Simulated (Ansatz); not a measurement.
Born–Oppenheimer molecular dynamics of AlCl₃H₄OSi (10 atoms, charge 0, multiplicity 1). It starts from a rough guess of a transition structure, not a stationary point.

The calculation used UKS B3LYP-D4/STO-3G (Ansatz 0.2.0).

```json
{
  "ensemble": "NVE (velocity Verlet)",
  "time step": "0.5 fs",
  "steps asked": "150",
  "starting velocities drawn for": "100 K",
  "seed": "278699"
}
```

Frames 0.5 fs apart, positions in Å, forces in eV/Å.

Velocities at 40.0 fs (Å/ps):

```
Al -4.15 -5.30 -0.90
O 16.76 11.51 2.67
H -10.34 -16.15 6.99
H -10.78 -18.86 -3.92
Si 3.48 -1.63 14.67
H 37.43 37.39 13.79
Cl -5.62 0.02 -4.56
Cl 0.25 -1.50 -3.31
Cl -3.04 1.90 -5.20
H 27.71 -12.93 15.73
```

```xyz
10
Properties=species:S:1:pos:R:3:forces:R:3 time_fs=40.0 energy_less_start_eV=-1.105 T=1167
Al -1.071 -0.186 -1.167 1.10 1.47 -1.00
O 0.478 0.805 -0.665 -1.36 -1.47 0.95
H -0.625 -1.185 -2.233 -0.41 0.34 0.62
H -2.349 0.614 -0.929 0.55 -0.56 -0.02
Si 0.555 -0.305 0.973 2.36 4.99 -0.42
H -0.684 -1.065 0.453 0.07 1.01 -1.20
Cl 2.748 0.563 0.957 -1.54 -0.66 0.20
Cl -0.497 0.980 2.444 0.71 -0.90 -1.15
Cl 1.128 -2.044 1.924 0.37 -1.42 0.64
H 1.110 1.629 -0.983 -1.85 -2.81 1.38
10
Properties=species:S:1:pos:R:3:forces:R:3 time_fs=40.5 energy_less_start_eV=-1.112 T=1173
Al -1.073 -0.188 -1.167 1.29 1.58 -0.95
O 0.486 0.811 -0.663 -1.75 -1.90 1.08
H -0.631 -1.193 -2.229 -0.39 0.33 0.61
H -2.353 0.604 -0.931 0.53 -0.53 0.00
Si 0.557 -0.305 0.980 2.55 5.28 -0.54
H -0.665 -1.045 0.458 -0.22 0.81 -1.29
Cl 2.746 0.563 0.954 -1.47 -0.66 0.24
Cl -0.497 0.980 2.443 0.69 -0.86 -1.08
Cl 1.126 -2.043 1.922 0.42 -1.55 0.72
H 1.121 1.619 -0.974 -1.65 -2.49 1.23
10
Properties=species:S:1:pos:R:3:forces:R:3 time_fs=41.0 energy_less_start_eV=-1.133 T=1193
Al -1.075 -0.191 -1.168 1.49 1.68 -0.89
O 0.494 0.816 -0.662 -2.30 -2.54 1.30
H -0.637 -1.200 -2.223 -0.36 0.30 0.58
H -2.357 0.593 -0.933 0.49 -0.48 0.02
Si 0.559 -0.305 0.988 2.76 5.56 -0.67
H -0.647 -1.023 0.461 -0.51 0.58 -1.38
Cl 2.743 0.563 0.952 -1.40 -0.66 0.29
Cl -0.497 0.979 2.441 0.67 -0.82 -1.02
Cl 1.125 -2.042 1.919 0.46 -1.68 0.79
H 1.129 1.604 -0.961 -1.28 -1.95 0.98
10
Properties=species:S:1:pos:R:3:forces:R:3 time_fs=41.5 energy_less_start_eV=-1.150 T=1207
Al -1.077 -0.193 -1.169 1.69 1.78 -0.81
O 0.502 0.821 -0.660 -3.04 -3.39 1.61
H -0.645 -1.206 -2.216 -0.31 0.25 0.52
H -2.359 0.581 -0.935 0.41 -0.41 0.04
Si 0.561 -0.305 0.995 2.96 5.84 -0.80
H -0.630 -1.000 0.460 -0.80 0.35 -1.45
Cl 2.740 0.563 0.950 -1.34 -0.66 0.33
Cl -0.496 0.978 2.439 0.64 -0.78 -0.95
Cl 1.123 -2.041 1.917 0.48 -1.79 0.86
H 1.134 1.583 -0.946 -0.69 -1.18 0.66
10
Properties=species:S:1:pos:R:3:forces:R:3 time_fs=42.0 energy_less_start_eV=-1.144 T=1201
Al -1.079 -0.195 -1.169 1.89 1.86 -0.72
O 0.509 0.826 -0.658 -3.97 -4.42 2.00
H -0.653 -1.211 -2.208 -0.26 0.18 0.44
H -2.361 0.567 -0.937 0.31 -0.32 0.07
Si 0.564 -0.304 1.002 3.13 6.08 -0.94
H -0.615 -0.976 0.455 -1.07 0.11 -1.50
Cl 2.736 0.562 0.948 -1.27 -0.65 0.37
Cl -0.496 0.977 2.437 0.62 -0.74 -0.89
Cl 1.122 -2.041 1.914 0.50 -1.89 0.91
H 1.137 1.560 -0.930 0.10 -0.21 0.25
10
Properties=species:S:1:pos:R:3:forces:R:3 time_fs=42.5 energy_less_start_eV=-1.107 T=1166
Al -1.080 -0.197 -1.170 2.09 1.94 -0.61
O 0.515 0.829 -0.656 -5.01 -5.54 2.42
H -0.662 -1.217 -2.198 -0.20 0.09 0.34
H -2.361 0.553 -0.938 0.20 -0.22 0.10
Si 0.567 -0.303 1.009 3.26 6.29 -1.10
H -0.603 -0.952 0.447 -1.28 -0.10 -1.50
Cl 2.733 0.562 0.946 -1.20 -0.65 0.42
Cl -0.496 0.976 2.435 0.59 -0.70 -0.81
Cl 1.121 -2.040 1.912 0.50 -1.99 0.94
H 1.140 1.536 -0.913 1.05 0.88 -0.19
10
Properties=species:S:1:pos:R:3:forces:R:3 time_fs=43.0 energy_less_start_eV=-1.053 T=1116
Al -1.081 -0.199 -1.171 2.27 2.00 -0.49
O 0.521 0.832 -0.653 -6.01 -6.55 2.80
H -0.671 -1.222 -2.188 -0.13 0.00 0.22
H -2.361 0.538 -0.940 0.07 -0.12 0.12
Si 0.570 -0.301 1.016 3.31 6.43 -1.29
H -0.593 -0.927 0.436 -1.42 -0.29 -1.46
Cl 2.730 0.562 0.943 -1.12 -0.64 0.46
Cl -0.495 0.975 2.433 0.56 -0.65 -0.74
Cl 1.119 -2.040 1.909 0.50 -2.06 0.97
H 1.146 1.514 -0.896 1.98 1.88 -0.58
10
Properties=species:S:1:pos:R:3:forces:R:3 time_fs=43.5 energy_less_start_eV=-1.014 T=1080
Al -1.082 -0.201 -1.172 2.41 2.04 -0.37
O 0.526 0.834 -0.650 -6.70 -7.17 3.05
H -0.681 -1.226 -2.178 -0.07 -0.10 0.09
H -2.361 0.523 -0.941 -0.07 0.00 0.14
Si 0.573 -0.298 1.023 3.27 6.50 -1.53
H -0.587 -0.904 0.420 -1.46 -0.44 -1.35
Cl 2.727 0.562 0.941 -1.04 -0.62 0.51
Cl -0.495 0.974 2.431 0.53 -0.61 -0.67
Cl 1.118 -2.040 1.907 0.48 -2.12 0.98
H 1.156 1.497 -0.881 2.64 2.53 -0.85
10
Properties=species:S:1:pos:R:3:forces:R:3 time_fs=44.0 energy_less_start_eV=-1.023 T=1089
Al -1.083 -0.202 -1.173 2.52 2.07 -0.27
O 0.530 0.835 -0.646 -6.84 -7.19 3.09
H -0.691 -1.232 -2.167 0.00 -0.21 -0.05
H -2.361 0.508 -0.942 -0.20 0.11 0.15
Si 0.577 -0.295 1.030 3.13 6.50 -1.80
H -0.584 -0.882 0.402 -1.41 -0.55 -1.16
Cl 2.723 0.561 0.939 -0.95 -0.61 0.55
Cl -0.495 0.973 2.429 0.50 -0.56 -0.59
Cl 1.117 -2.040 1.905 0.45 -2.17 0.98
H 1.173 1.486 -0.868 2.79 2.60 -0.91
10
Properties=species:S:1:pos:R:3:forces:R:3 time_fs=44.5 energy_less_start_eV=-1.085 T=1148
Al -1.084 -0.203 -1.174 2.59 2.08 -0.19
O 0.533 0.835 -0.642 -6.36 -6.60 2.93
H -0.700 -1.237 -2.156 0.06 -0.30 -0.19
H -2.362 0.493 -0.942 -0.33 0.21 0.16
Si 0.581 -0.292 1.036 2.92 6.44 -2.11
H -0.585 -0.861 0.381 -1.27 -0.63 -0.91
Cl 2.720 0.561 0.937 -0.85 -0.59 0.60
Cl -0.494 0.972 2.427 0.46 -0.52 -0.51
Cl 1.115 -2.040 1.903 0.42 -2.20 0.97
H 1.196 1.481 -0.857 2.36 2.10 -0.77
10
Properties=species:S:1:pos:R:3:forces:R:3 time_fs=45.0 energy_less_start_eV=-1.170 T=1227
Al -1.084 -0.204 -1.175 2.60 2.08 -0.14
O 0.535 0.834 -0.638 -5.40 -5.60 2.66
H -0.710 -1.244 -2.146 0.12 -0.38 -0.31
H -2.363 0.479 -0.942 -0.43 0.30 0.16
Si 0.585 -0.288 1.043 2.65 6.33 -2.44
H -0.589 -0.841 0.358 -1.06 -0.69 -0.58
Cl 2.716 0.561 0.935 -0.75 -0.56 0.64
Cl -0.494 0.970 2.425 0.42 -0.47 -0.42
Cl 1.114 -2.040 1.901 0.38 -2.21 0.96
H 1.225 1.482 -0.848 1.48 1.20 -0.51
10
Properties=species:S:1:pos:R:3:forces:R:3 time_fs=45.5 energy_less_start_eV=-1.238 T=1291
Al -1.084 -0.205 -1.176 2.56 2.05 -0.13
O 0.536 0.832 -0.633 -4.23 -4.47 2.35
H -0.719 -1.251 -2.136 0.16 -0.44 -0.42
H -2.365 0.465 -0.942 -0.51 0.38 0.15
Si 0.589 -0.283 1.049 2.34 6.17 -2.79
H -0.595 -0.823 0.333 -0.81 -0.75 -0.21
Cl 2.712 0.560 0.933 -0.64 -0.53 0.69
Cl -0.493 0.969 2.422 0.38 -0.42 -0.34
Cl 1.113 -2.041 1.899 0.34 -2.20 0.93
H 1.258 1.484 -0.840 0.40 0.20 -0.23
```

Of the whole run (75 fs, mean temperature of the second half 1375 K): The conserved energy stayed within 0.75 meV per atom of its start (net change -0.17 meV per atom), so the integration is sound. The system heated up, since it started high on the potential surface and ran downhill. A run of 0.075 ps of so small a system gives no equilibrium averages. The orbitals stay closed-shell, which can raise the energy where a bond breaks towards radicals; this wasn't checked here. Limits of this set-up: minimal basis.

Time of the run: 5.8 min on 1 thread of AMD EPYC 9R45 96-Core Processor (Zen 5), with other jobs on the host, peak memory 0.25 GiB.
